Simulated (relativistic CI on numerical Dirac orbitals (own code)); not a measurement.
## Charge states of osmium

Computed by Dirac-Coulomb-Breit CI, orbitals from a KLI potential per configuration, model QED, valence Slater integrals scaled by 0.9 (own radial code, finite nucleus).

Each species is treated in one configuration, given outside its closed core. Radial values are for the open shell of highest l, unscaled and averaged over j; ζ includes the Breit term. Labels give the leading LS character, summed over repeated terms.

| Ion | Configuration | Its lowest level | LS weight (%) | ⟨r⟩ (bohr) | ⟨r²⟩ (bohr²) | g_J | g√(J(J+1)) | ζ (cm⁻¹) |
| --- | --- | --- | --- | --- | --- | --- | --- | --- |
| Os⁴⁸⁺ | 3d10 | 1S_0 | 100 |  |  |  | 0.00 |  |
| Os⁴⁹⁺ | 3d9 | 2D_5/2 | 100 | 0.1691 | 0.03324 | 1.189 | 3.52 | 244400 |
| Os⁵⁰⁺ | 3d8 | 3F_4 | 86 | 0.1679 | 0.03272 | 1.203 | 5.38 | 248900 |
| Os⁵¹⁺ | 3d7 | 4F_9/2 | 57 | 0.1666 | 0.0322 | 1.213 | 6.04 | 253500 |
| Os⁵²⁺ | 3d6 | J = 4 (mixed) | 41 | 0.1654 | 0.03171 | 1.229 | 5.50 | 258100 |
| Os⁵³⁺ | 3d5 | J = 5/2 (mixed) | 26 | 0.1642 | 0.03122 | 1.261 | 3.73 | 262800 |
| Os⁵⁴⁺ | 3d4 | 3P_0 | 61 | 0.163 | 0.03075 |  | 0.00 | 267600 |
| Os⁵⁵⁺ | 3d3 | J = 3/2 (mixed) | 42 | 0.1618 | 0.03028 | 0.728 | 1.41 | 272500 |
| Os⁵⁶⁺ | 3d2 | 3F_2 | 72 | 0.1607 | 0.02983 | 0.762 | 1.87 | 277400 |
| Os⁵⁷⁺ | 3d | 2D_3/2 | 100 | 0.1595 | 0.0294 | 0.786 | 1.52 | 282400 |
| Os⁵⁸⁺ | 3s2 3p6 | 1S_0 | 100 |  |  |  | 0.00 |  |
| Os⁵⁹⁺ | 3s2 3p5 | 2P°_3/2 | 100 | 0.1773 | 0.03645 | 1.320 | 2.56 | 2.135e+06 |
| Os⁶⁰⁺ | 3s2 3p4 | 3P_2 | 68 | 0.1764 | 0.0361 | 1.327 | 3.25 | 2.159e+06 |
| Os⁶¹⁺ | 3s2 3p3 | J = 3/2 (mixed) | 48 | 0.1756 | 0.03576 | 1.337 | 2.59 | 2.182e+06 |
| Os⁶²⁺ | 3s2 3p2 | 3P_0 | 69 | 0.1748 | 0.03542 |  | 0.00 | 2.206e+06 |
| Os⁶³⁺ | 3s2 3p | 2P°_1/2 | 100 | 0.1739 | 0.03509 | 0.646 | 0.56 | 2.23e+06 |
| Os⁶⁴⁺ | 3s2 | 1S_0 | 100 |  |  |  | 0.00 |  |
| Os⁶⁵⁺ | 3s | 2S_1/2 | 100 | 0.1759 | 0.03542 | 1.982 | 1.72 |  |
| Os⁶⁶⁺ | 2s2 2p6 | 1S_0 | 100 |  |  |  | 0.00 |  |
| Os⁶⁷⁺ | 2s2 2p5 | 2P°_3/2 | 100 | 0.06503 | 0.005173 | 1.296 | 2.51 | 8.448e+06 |
| Os⁶⁸⁺ | 2s2 2p4 | 3P_2 | 68 | 0.06464 | 0.005108 | 1.301 | 3.19 | 8.563e+06 |
| Os⁶⁹⁺ | 2s2 2p3 | J = 3/2 (mixed) | 49 | 0.06426 | 0.005044 | 1.307 | 2.53 | 8.68e+06 |
| Os⁷⁰⁺ | 2s2 2p2 | 3P_0 | 68 | 0.06388 | 0.004983 |  | 0.00 | 8.799e+06 |
| Os⁷¹⁺ | 2s2 2p | 2P°_1/2 | 100 | 0.06351 | 0.004923 | 0.612 | 0.53 | 8.919e+06 |
